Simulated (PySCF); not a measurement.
## Broadened absorption spectrum of 1,1,1,2,2-pentafluoro-2-methoxyethane

Species: 1,1,1,2,2-pentafluoro-2-methoxyethane, C₃H₃F₅O.
InChI=1S/C3H3F5O/c1-9-3(7,8)2(4,5)6/h1H3

Theory: TDDFT wB97X-D/def2-SVPD, vertical, gas phase, core orbitals frozen in the response in PySCF. Geometry: PBE0-D3(BJ)/def2-SVP, one conformer, isolated molecule. Torsions of this conformer, `[CH3:1][O:2][C:3]([F:4])([F:5])[C:6]([F:7])([F:8])[F:9]`: C1–O2–C3–F4 -59°, O2–C3–C6–F7 -62°.

Computed states:

```tsv
state	E (eV)	f
S1	9.40	0.013
S2	9.87	0.010
S3	10.45	0.044
S4	10.56	0.064
S5	10.95	0.0004
S6	10.97	0.041
S7	11.04	0.044
S8	11.31	0.021
S9	11.47	0.0095
S10	11.51	0.0011
```

Broadening: Gaussians 0.4 eV wide at half height, area fixed by f = 4.319×10⁻⁹ ∫ε dν̃. The width is an assumption, not a result. The curve ends short of the highest state used, and states not computed would add to its high-energy end.

Question: Give the broadened spectrum and its maxima.

Answer: 
E (eV), ε (L mol⁻¹ cm⁻¹) and a bar:
```
     8.80          2 
     8.89         10 
     8.98         43 
     9.07        138 #
     9.17        360 ##
     9.26        636 ###
     9.35        854 ####
     9.44        883 ####
     9.53        746 ###
     9.63        607 ###
     9.72        623 ###
     9.81        706 ###
     9.90        713 ###
     9.99        632 ###
    10.09        707 ###
    10.18       1328 ######
    10.27       2748 ############
    10.36       4752 #####################
    10.45       6482 ############################
    10.55       6943 ##############################
    10.64       6027 ##########################
    10.73       4972 #####################
    10.82       4844 #####################
    10.91       5562 ########################
```

Maxima: 132 nm (9.41 eV), ε about 900, made up of S1 (98%); 126 nm (9.86 eV), ε about 730, made up of S2 (96%); 118 nm (10.52 eV), ε about 7000, made up of S3 (38%) and S4 (60%) (ε in L mol⁻¹ cm⁻¹; maxima over ε = 5, shares over 10%). At its high-energy end, 10.91 eV, the curve is still rising (ε about 5600, from S6 and S7).

Question: What would ε be at 10.52 eV, the highest of these maxima, with half the width (0.2 eV)?

Answer: About 11900 L mol⁻¹ cm⁻¹ against 7000, a factor of about 1.7; a lone state at its own centre would give exactly 2.

Question: Coming from long wavelengths, where does ε first pass 100 L mol⁻¹ cm⁻¹?

Answer: At about 137 nm (9.04 eV), 0.35 eV below S1.

The vertical ionisation energy (ΔSCF) is 12.21 eV, 0.70 eV above S10.
